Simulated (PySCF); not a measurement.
C4H6OSi. Atoms are numbered in the order given.

```xyz
12

Si    -0.0084     2.0505     0.0000
C      0.0989     0.1850     0.0000
C      1.1619    -0.6794     0.0000
C      0.6191    -2.0085     0.0000
C     -0.7352    -1.8509     0.0000
O     -1.0625    -0.5417     0.0000
H     -0.7260     2.5428    -1.2104
H     -0.7260     2.5428     1.2104
H      1.3897     2.5660     0.0000
H      2.2144    -0.3972     0.0000
H      1.1644    -2.9511     0.0000
H     -1.5662    -2.5543     0.0000
```
Charge 0, spin multiplicity 1.

Geometry: ωB97X-D3(BJ)/def2-SVP.

Computed with M06-2X/def2-TZVP (PySCF).

Gas-phase values at a fixed geometry.

Computed frontier levels, gap, dipole moment and polarisability:
```json
{
  "highest_occupied_level": "-7.85 eV",
  "lowest_empty_level": "0.58 eV",
  "orbital_gap": "8.43 eV",
  "dipole_moment": "0.93 D",
  "quadrupole, principal values (traceless, Buckingham form, about the centre of nuclear charge)": "-6.13, 0.69, 5.45 D·Å",
  "mean_static_polarisability": "73.4 bohr³ (10.87 Å³)",
  "polarisability_principal_values": "52.1, 72.2, 95.8 bohr³"
}
```
